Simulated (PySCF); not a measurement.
## Ionisation energy of W²⁺ by level of theory

W²⁺ [Xe] 4f14 5d4 (5D) → W³⁺ [Xe] 4f14 5d3 (4F), as a difference of total energies. Calculation: PySCF 2.14, in aug-cc-pwCVDZ-PP with ECP60MDF (6s6p5d3f, 70 functions); a scalar-relativistic core potential. Correlated levels: valence: 5s2 5p6 frozen. The calculations carry no spin-orbit coupling.

| method | ionisation energy (eV) |
| --- | --- |
| UHF | 24.761 |
| MP2 (valence) | 25.218 |
| SCS-MP2 (valence) | 24.913 |
| CCSD (valence) | 25.284 |
| CCSD(T) (valence) | 25.288 |

Q: How much does correlation contribute at CCSD(T) (valence)?

A: 25.288 − (24.761) = 0.527 eV, measured against UHF.

The reference lies between the lowest fine-structure levels, while these numbers refer to the centres of the terms.

Errors of the correlated levels include the incompleteness of this basis and the frozen core.

For comparison: 26 ± 0.4 eV (semi-empirical (NIST evaluation); NIST Atomic Spectra Database, ionization energies).
